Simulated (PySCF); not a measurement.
**Mayer bond orders and bond lengths**

Compound: C4H6P2Si.
SMILES with atom numbers: `[SiH3:1][c:2]1[cH:3][cH:4][p:5][cH:6][p:7]1` (hydrogens: H8, H9, H10 on Si1; H11 on C3; H12 on C4; H13 on C6)

Geometry (GFN2-xTB, Å), atoms numbered from 1 in this order:
```
atom  x, y, z in Å
Si1    2.334    0.231    0.008
C2     0.438    0.217    0.007
C3    -0.211   -1.008   -0.033
C4    -1.569   -1.256   -0.043
P5    -2.873   -0.112   -0.008
C6    -2.038    1.399    0.041
P7    -0.351    1.775    0.056
H8     2.808   -0.418   -1.218
H9     2.807   -0.538    1.163
H10    2.789    1.618    0.076
H11    0.431   -1.885   -0.061
H12   -1.881   -2.294   -0.075
H13   -2.687    2.272    0.069
```

Bond orders from the PBE0/pcSseg-1 density (PySCF). Geometry: GFN2-xTB; no solvent, vibrations or thermal averaging.

(1) How far do the computed orders between heavy atoms stray from the drawn ones?

(2) Give the Mayer order of every bond between heavy atoms, beside its length.

Results:

(1) The largest departure is 0.199, at C4–P5 (drawn aromatic, 1.301) and P7–C2 (drawn aromatic, 1.301), counting aromatic bonds as 1.5. Drawn single, order below 0.88: Si1–C2 (0.850). The bonds drawn aromatic range from 1.30 to 1.49.

(2) 
```
  bond  drawn as  length (Å)  Mayer order
Si1–C2    single       1.896        0.850
 C2–C3  aromatic       1.387        1.422
 C3–C4  aromatic       1.380        1.491
 C4–P5  aromatic       1.735        1.301
 P5–C6  aromatic       1.728        1.321
 C6–P7  aromatic       1.728        1.321
 P7–C2  aromatic       1.747        1.301
```

By pair of heavy elements: C–C: lowest C2–C3 (1.422, 1.387 Å), highest C3–C4 (1.491, 1.380 Å). C–P: lowest C4–P5 and P7–C2 (1.301, 1.735 Å), highest P5–C6 and C6–P7 (1.321, 1.728 Å). Bonds named together lie within 0.004.

Q: And the bonds to hydrogen?

A: H–Si: 0.94 to 0.95 (3 bonds); C–H: 0.93 to 0.95 (3 bonds).

Q: Sum the orders of all bonds at each heavy atom with more than one neighbour and set the sums beside the valence in the SMILES.

A: Si1 3.682 (drawn 4), C2 3.573 (drawn 4), C3 3.864 (drawn 4), C4 3.718 (drawn 4), P5 2.622 (drawn 3), C6 3.576 (drawn 4), P7 2.622 (drawn 3). Orders between atoms that aren't bonded are not in these sums.

For a closed shell the Mayer order of atoms A and B is Σ (PS)μν (PS)νμ over the basis functions μ on A and ν on B, with P the density and S the overlap matrix.

These values come from a run that also computed NMR shieldings. The run took 30 s (grids of density and orbitals included) on one thread of an Arm Neoverse V1 (shared host), and the process peaked at 0.77 GiB of memory.
